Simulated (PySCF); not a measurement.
# Identify the compound

Molecular formula: C7H11FSi2. Simulated spectra:

$^{1}$H NMR (500 MHz, computed): δ 7.60 (m, 1H), 7.57 (m, 1H), 7.49 (m, 1H), 4.91 (q, 2H), 4.55 (s, 3H), 0.43 (t, 3H).

$^{13}$C{$^{1}$H} NMR (computed): δ 176.6, 140.1, 139.2, 135.8, 127.6, 126.9, -9.6.

Computational details: shielding tensors at PBE0/pcSseg-1 (GIAO), structure optimised with GFN2-xTB, in PySCF 2.14 (no solvent model, relativity neglected, one averaged value for each set of equivalent atoms, one conformer).

Referencing at the same level of theory: TMS for $^{1}$H (31.72 ppm), $^{13}$C (186.93 ppm).

Deduce the structure.

## Answers


- The formula gives 4 degrees of unsaturation (1 ring in the answer).
- 7 carbon signals for 7 carbons: no two carbons are equivalent.
- Carbon types of the structure: 3 × C, 3 × CH, 1 × CH3, leaving 5 H on heteroatoms.
- δC 176.6: aromatic carbon bearing fluorine; the electronegative substituent deshields the carbon that carries it.
- δC 140.1, 127.6: substituted aromatic carbon.
- δC 139.2, 135.8, 126.9: aromatic CH; the aromatic region.
- δC -9.6: methyl carbon bonded to Si; an electropositive neighbour leaves it electron-rich and shielded.
- δH 7.60, 7.57, 7.49: hydrogen on an aromatic CH; ring-current deshielding.
- δH 4.55: hydrogen on a silicon bonded to C.
- δH 0.43: hydrogen on a methyl carbon bonded to Si; an electropositive neighbour shields it, as in TMS itself.

The compound is `[SiH2](C)C1=C(F)C=C([SiH3])C=C1`.

This is the structure that produced the data.

Splittings by $^{19}$F in the carbon and heteronuclear signals aren't shown, as no couplings were computed. Shifts are as computed. Against solution values, carbons near 30 ppm lie about +3 ppm off and those near 130 ppm about +5 ppm. Of 1211 compounds with measured shifts, 218 miss one by over three times the rms of a fit or turn the order of signals round; such compounds aren't used in these exercises. Multiplicities follow the n + 1 count of equivalent neighbours, as no J values were calculated; m marks all less simple cases, F and P coupling included.
